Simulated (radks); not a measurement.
Spherical quantum dot in the effective-mass picture: electrons in a parabolic well V = omega^2 r^2 / 2 with omega = 1.08, all in effective atomic units (hartree* = m*/eps^2 hartree, bohr* = eps/m* bohr), one dielectric constant everywhere. Calculated with a radial shooting solver with Libxc functionals: non-relativistic Kohn-Sham, r2SCAN, spin-polarised, spherical densities, generalised Kohn-Sham scheme. Levels are named by radial order and angular momentum (1s, 1p, 1d, 2s, ...), and open shells are averaged over m. Results are scaled to m* = 0.113 and eps = 10.9, for which hartree* = 25.88 meV and bohr* = 5.104 nm. Each electron was tried in the lowest free levels, single moves between levels near the top were tried too, and the lowest total energy was kept; such a search can miss a lower state. At N = 1 the Hartree and exchange-correlation terms need not cancel, so that row can carry a self-interaction error.

| N | open shells | 2S | E (meV) | mu = E(N) - E(N-1) (meV) | addition energy mu(N+1) - mu(N) (meV) | e(HOMO) (meV) | rms radius (nm) |
|---|---|---|---|---|---|---|---|
| 1 | 1s(up 1, down 0) | 1 | 41.9638 | 41.964 | 19.76 | 49.075 | 6.017 |
| 2 | none | 0 | 103.687 | 61.723 | 38.39 | 68.518 | 6.387 |
| 3 | 1p(up 1, down 0) | 1 | 203.806 | 100.12 | 11.92 | 105.95 | 7.209 |
| 4 | 1p(up 2, down 0) | 2 | 315.845 | 112.04 | 12.38 | 118.20 | 7.679 |
| 5 | 1p(up 3, down 0) | 3 | 440.269 | 124.42 | 17.30 | 130.64 | 8.021 |
| 6 | 1p(up 3, down 1) | 2 | 581.998 | 141.73 | 10.91 | 147.11 | 8.329 |
| 7 | 1p(up 3, down 2) | 1 | 734.640 | 152.64 | 11.26 | 158.24 | 8.588 |
| 8 | none | 0 | 898.545 | 163.90 | 31.47 | 169.58 | 8.817 |
| 9 | 1d(up 1, down 0) | 1 | 1093.92 | 195.37 | 9.879 | 200.29 | 9.148 |
| 10 | 1d(up 2, down 0) | 2 | 1299.17 | 205.25 | 9.943 | 210.22 | 9.430 |
| 11 | 1d(up 3, down 0) | 3 | 1514.37 | 215.20 | 9.928 | 220.17 | 9.679 |
| 12 | 1d(up 4, down 0) | 4 | 1739.49 | 225.12 | 9.874 | 230.07 | 9.902 |
| 13 | 1d(up 5, down 0) | 5 | 1974.49 | 235.00 | 13.81 | 239.91 | 10.11 |
| 14 | 1d(up 5, down 1) | 4 | 2223.30 | 248.81 | 9.093 | 253.33 | 10.30 |
| 15 | 1d(up 5, down 2) | 3 | 2481.20 | 257.90 | 9.180 | 262.48 | 10.49 |
| 16 | 1d(up 5, down 3) | 2 | 2748.28 | 267.08 | 9.197 | 271.68 | 10.66 |
| 17 | 1d(up 5, down 4) | 1 | 3024.56 | 276.28 | 9.175 | 280.87 | 10.82 |
| 18 | none | 0 | 3310.01 | 285.45 | 11.85 | 290.03 | 10.97 |
| 19 | 2s(up 1, down 0) | 1 | 3607.32 | 297.31 | 11.12 | 301.78 | 11.12 |
| 20 | none | 0 | 3915.74 | 308.43 | 21.29 | 312.68 | 11.27 |
| 21 | 1f(up 1, down 0) | 1 | 4245.46 | 329.72 | 8.288 | 333.86 | 11.44 |
| 22 | 1f(up 2, down 0) | 2 | 4583.47 | 338.01 | 8.278 | 342.15 | 11.61 |
| 23 | 1f(up 3, down 0) | 3 | 4929.76 | 346.29 | 8.252 | 350.42 | 11.76 |
| 24 | 1f(up 4, down 0) | 4 | 5284.30 | 354.54 | 8.217 | 358.65 | 11.91 |
| 25 | 1f(up 5, down 0) | 5 | 5647.05 | 362.76 | 8.176 | 366.85 | 12.05 |
| 26 | 1f(up 6, down 0) | 6 | 6017.98 | 370.93 | - | 375.01 | 12.19 |

All shells are closed at N = 2, 8, 18, 20 (there: 1s2 1p6 1d10 2s2); the second difference of the energy has clear peaks (12 % above both neighbours; the first and last values, which can be the largest, are not judged, and half-filled shells can peak too) at N = 2, 5, 8, 13, 20.
